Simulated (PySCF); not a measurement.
# Bonding in `CCS[Si@H](F)[SiH3]`

C2H9FSSi2.
SMILES with atom numbers: `[CH3:1][CH2:2][S:3][Si@H:4]([F:5])[SiH3:6]` (hydrogens: H7, H8, H9 on C1; H10, H11 on C2; H12 on Si4; H13, H14, H15 on Si6)

Geometry (GFN2-xTB, Å), atoms numbered from 1 in this order:
```
atom  x, y, z in Å
C1    -1.9745   -0.3023    0.4490
C2    -1.3512   -0.5345   -0.9130
S3    -0.6880    1.0011   -1.6558
Si4    0.9780    1.3837   -0.3506
F5     1.8967    2.3994   -1.2030
Si6    2.2080   -0.5033    0.1598
H7    -2.7389    0.4683    0.3846
H8    -1.2245    0.0132    1.1722
H9    -2.4357   -1.2219    0.8046
H10   -2.0989   -0.8851   -1.6238
H11   -0.5411   -1.2634   -0.8604
H12    0.5150    2.2582    0.7223
H13    1.5708   -1.2336    1.2620
H14    3.5575   -0.1331    0.5830
H15    2.3224   -1.4386   -0.9642
```

Bond orders from the PBE0/pcSseg-1 density (PySCF). Isolated species at its GFN2-xTB geometry (one conformer only).

How far do the computed orders between heavy atoms stray from the drawn ones?

The largest departure is 0.139, at Si4–Si6 (drawn single, 0.861). Drawn single, order below 0.88: Si4–Si6 (0.861).

Give the Mayer order of every bond, beside its length.

```json
{"bond": "C1–C2", "drawn as": "single", "length (Å)": "1.516", "Mayer order": "1.021"}
{"bond": "C2–S3", "drawn as": "single", "length (Å)": "1.830", "Mayer order": "1.012"}
{"bond": "S3–Si4", "drawn as": "single", "length (Å)": "2.151", "Mayer order": "0.959"}
{"bond": "Si4–F5", "drawn as": "single", "length (Å)": "1.613", "Mayer order": "0.913"}
{"bond": "Si4–Si6", "drawn as": "single", "length (Å)": "2.310", "Mayer order": "0.861"}
{"bond": "C1–H7", "drawn as": "single", "length (Å)": "1.087", "Mayer order": "0.963"}
{"bond": "C1–H8", "drawn as": "single", "length (Å)": "1.089", "Mayer order": "0.958"}
{"bond": "C1–H9", "drawn as": "single", "length (Å)": "1.089", "Mayer order": "0.957"}
{"bond": "C2–H10", "drawn as": "single", "length (Å)": "1.090", "Mayer order": "0.944"}
{"bond": "C2–H11", "drawn as": "single", "length (Å)": "1.091", "Mayer order": "0.921"}
{"bond": "Si4–H12", "drawn as": "single", "length (Å)": "1.459", "Mayer order": "0.878"}
{"bond": "Si6–H13", "drawn as": "single", "length (Å)": "1.468", "Mayer order": "0.918"}
{"bond": "Si6–H14", "drawn as": "single", "length (Å)": "1.462", "Mayer order": "0.943"}
{"bond": "Si6–H15", "drawn as": "single", "length (Å)": "1.467", "Mayer order": "0.932"}
```

Sum the orders of all bonds at each heavy atom with more than one neighbour and set the sums beside the valence in the SMILES.

C1 3.899 (drawn 4), C2 3.898 (drawn 4), S3 1.971 (drawn 2), Si4 3.611 (drawn 4), Si6 3.654 (drawn 4). Orders between atoms that aren't bonded are not in these sums.

For a closed shell the Mayer order of atoms A and B is Σ (PS)μν (PS)νμ over the basis functions μ on A and ν on B, with P the density and S the overlap matrix.

The run behind these numbers computed NMR shieldings as well. Hardware: Intel Xeon at 2.70 GHz, one thread, shared host with 64 logical CPUs at a one-minute load of 62. Cost: 43 s (with the writing of density and orbital grids), 0.75 GiB resident at most.
